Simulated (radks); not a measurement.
All-electron atom: Ho4+ in [Xe] 4f9. All-electron calculation, Dirac Kohn-Sham, PBE, spin-unpolarised, spherical densities, finite nucleus; open shells fill j = l - 1/2 first; Fermi nuclear charge, rms radius 5.2022 fm. Program: a radial shooting solver on a logarithmic mesh with Libxc functionals.

Normalised radial functions P(r) = r R(r) (large component), r in bohr:

r,4d5/2,5p1/2,4f7/2
0.002982,0.0002,0.0143,0.0000
0.003946,0.0004,0.0207,0.0000
0.005179,0.0008,0.0297,0.0000
0.006853,0.0018,0.0433,0.0000
0.008995,0.0039,0.0622,0.0000
0.0119,0.0084,0.0892,0.0001
0.01575,0.0178,0.1248,0.0002
0.02067,0.0357,0.1665,0.0006
0.02735,0.0710,0.2108,0.0016
0.0359,0.1326,0.2415,0.0041
0.0475,0.2383,0.2366,0.0106
0.06284,0.3966,0.1651,0.0260
0.08249,0.5901,0.0166,0.0585
0.1091,0.7730,-0.1875,0.1257
0.1433,0.8217,-0.3372,0.2435
0.1895,0.5925,-0.2984,0.4346
0.2508,0.0158,-0.0020,0.6885
0.3292,-0.7270,0.3769,0.9451
0.4356,-1.3171,0.5185,1.1301
0.5717,-1.4190,0.2024,1.1529
0.7564,-1.0670,-0.4190,1.0075
1.001,-0.5700,-0.9112,0.7584
1.314,-0.2183,-0.9860,0.4979
1.738,-0.0528,-0.7001,0.2702
2.282,-0.0079,-0.3397,0.1195
3.019,-0.0006,-0.1027,0.0382
3.994,0.0000,-0.0172,0.0078

4d5/2: eigenvalue -210.27 eV, 1 radial node at r = 0.252 bohr, <r> = 0.596 bohr, 90 % of the charge inside 0.895 bohr. 5p1/2: eigenvalue -74.621 eV, 3 radial nodes at r = 0.0845, 0.251, 0.630 bohr, <r> = 1.35 bohr, 90 % of the charge inside 1.95 bohr. 4f7/2: eigenvalue -54.929 eV, 0 radial nodes, <r> = 0.750 bohr, 90 % of the charge inside 1.26 bohr.
